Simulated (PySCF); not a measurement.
**Highest orbital energy against ionisation energy along group 15**

Calculated with PySCF 2.14, no spin-orbit coupling. Each cell gives −ε(HOMO) / ΔSCF in eV; NIST values include spin-orbit coupling, (s) semi-empirical, (t) theoretical.

```csv
species,UHF,LDA,PBE,PBE0,r2SCAN,NIST (lowest levels)
"N²⁺ (aug-cc-pVTZ with one added diffuse shell each of s, p, d, f type, non-relativistic)",47.993 / 47.266,38.552 / 47.834,38.805 / 47.985,41.231 / 47.971,39.751 / 48.188,47.445 (s)
"P²⁺ (aug-cc-pV(T+d)Z with one added diffuse shell each of s, p, d, f type, non-relativistic)",29.975 / 29.581,24.803 / 30.204,24.954 / 30.239,26.369 / 30.260,25.406 / 30.370,30.203
"As²⁺ (aug-cc-pVTZ-PP with one added diffuse shell each of s, d, f type with ECP10MDF, ECP)",27.809 / 27.481,23.125 / 28.133,23.111 / 27.974,24.457 / 28.032,23.618 / 28.262,28.349 ± 0.012
"Sb²⁺ (aug-cc-pVTZ-PP with one added diffuse shell each of d, f type with ECP28MDF, ECP)",24.426 / 24.139,20.572 / 24.920,20.485 / 24.699,21.644 / 24.735,20.873 / 24.872,25.323
"Bi²⁺ (aug-cc-pVTZ-PP with one added diffuse shell each of d, f type with ECP60MDF, ECP)",23.311 / 23.042,19.713 / 23.883,19.580 / 23.633,20.689 / 23.660,19.924 / 23.727,25.571
```

Task: How far is −ε(HOMO) from ΔSCF on average for each method, and why?

Result: UHF 0.40 eV; LDA -5.64 eV; PBE -5.52 eV; PBE0 -4.05 eV; r2SCAN -5.17 eV. Hartree-Fock orbital energies lack relaxation and so exceed the ΔSCF value; semilocal functionals have convex E(N) from self-interaction, so their HOMO lies far too high; exact exchange moves hybrids part of the way back.
